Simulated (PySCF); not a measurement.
Cd(Me)(Et) (C3H8Cd), SMILES C[CH2][Cd][CH3].

Geometry: B3LYP-D3(BJ)/def2-SVP. The structure was generated by enumeration; whether it is a known compound was not checked. The def2 effective core potentials stand for the cores of Cd; spin–orbit coupling is left out. Other conformers were not sampled.

Two levels are set side by side: PBE/def2-TZVP (PySCF) and PBE0/def2-TZVP (PySCF). Same geometry, gas phase. Differences are taken from unrounded values.

| quantity | PBE0 | PBE | PBE minus PBE0 |
|---|---|---|---|
| orbital gap (eV) | 6.34 | 4.60 | -1.73 |
| highest occupied level (eV) | -6.47 | -5.43 | 1.04 |
| lowest empty level (eV) | -0.14 | -0.83 | -0.69 |
| dipole moment (D) | 0.16 | 0.16 | 0.00 |
| mean polarisability (bohr³) | 72.0 | 75.2 | 3.2 |

Without exact exchange PBE keeps part of each electron's self-repulsion, which lifts occupied levels and narrows the gap. PBE's more diffuse valence density responds more strongly to a field. Differences between two approximate levels are no errors against the true value.

Rough cost on one machine, each run with all the roots and properties that it gave: PBE0 against PBE within a factor of 2.
